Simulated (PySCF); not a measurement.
From computed data to an observable: oscillator strength and radiative lifetime

C2H9FOSi2, SMILES CO[Si@H](F)[SiH2]C.

Coordinates come from a B3LYP-D3(BJ)/def2-SVP optimisation. The structure was generated by enumeration; whether it is a known compound was not checked. One conformer was computed; it need not be the lowest.

PySCF with TDA-PBE/def2-SVPD puts the first singlet state with f over 0.02 at 6.62 eV (vertical), with the transition dipole (0.461, 0.001, 0.091) in atomic units.

Problem. Find the oscillator strength, the wavelength and the radiative lifetime that this transition would have in vacuum if emission retraced absorption.

Solution. 
|μ|² = 0.2208 au, so |μ| = 1.19 D. ΔE = 6.62/27.211 = 0.2433 hartree. f = (2/3) ΔE |μ|² = 0.036 (the program prints 0.036).
λ = 1239.84/6.62 = 187 nm; ν = 53394 cm⁻¹.
Einstein's coefficient A = 0.6670 ν² f s⁻¹ (ν in cm⁻¹) = 6.8e7 s⁻¹, so τ = 1/A = 15 ns. This state is S4; the lower singlets have f = 0.012, 0.011, 0.006. The figure is the radiative limit of this one transition; relaxation, internal conversion, crossing to triplets and a medium change what is measured.
